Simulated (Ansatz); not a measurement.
`C#C[Si](F)(F)F` at its PBE0-D4/def2-TZVP geometry, where that method's forces vanish. Charge 0, multiplicity 1.

```xyz
7

C    -0.2417    1.8356    0.6743
C    -0.0942    0.7145    0.2624
Si    0.1258   -0.9556   -0.3511
F    -0.5682   -1.1319   -1.7481
F    -0.4994   -2.0001    0.6402
F     1.6503   -1.2917   -0.5171
H    -0.3725    2.8293    1.0394
```

(1) What forces (eV/Å) does B3LYP-D4/def2-TZVPP give on these atoms in the Gaussian-basis code of Ansatz? (Estimate.)

Answers

(1) Ansatz gave: 
```
C1  -0.011  0.080  0.029
C2  -0.006  0.047  0.017
Si3 -0.028  0.213  0.078
F4  -0.103 -0.028 -0.209
F5  -0.093 -0.157  0.147
F6   0.228 -0.052 -0.025
H7   0.014 -0.103 -0.038
```

B3LYP here is the variant with VWN-RPA as its local correlation; programs differ in this.
